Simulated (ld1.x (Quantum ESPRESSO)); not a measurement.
cadmium: PAW pseudisation with PBE, scalar-relativistic reference atom.

cadmium (Cd), PAW, made with ld1.x (Quantum ESPRESSO) 7.5 (PBE, scalar-relativistic). Core [Kr], reference 4d10 5s2 5p0. Waves: 5s (bound): rcut 1.90, rcutus 2.60 bohr; 5s channel at 4.85 Ry: rcut 1.90, rcutus 2.60 bohr; 5p (bound, empty): rcut 2.55, rcutus 3.50 bohr; 5p channel at 0.45 Ry: rcut 2.55, rcutus 3.50 bohr; 4d (bound): rcut 0.95, rcutus 1.35 bohr; 4d channel at -0.55 Ry: rcut 0.95, rcutus 1.35 bohr. Local part: all-electron potential smoothed inside 2.05 bohr (lloc = -2). Core correction: Bessel-smoothed model core, default radius (core density twice the valence density). Augmentation charge: BESSEL, radius 0.80 bohr.

- Cutoffs needed: 60 Ry and 110 Ry (the cutoffs (Ry, on a coarse ladder) from which the occupation-weighted sum of valence levels, in a spherical-Bessel basis at the reference potential, stays within 10 and 1 mRy of its value at 400 Ry)
- Ghost test: no extra level below or beside the all-electron valence levels (s, p, d, f tested) (spherical-Bessel basis up to 400 Ry, 20 bohr box)
- Configuration tests: test run stopped at test 4 of 7 (negative rho)
- Lowest eigenvalue of the overlap operator: 0.59 (s channel)
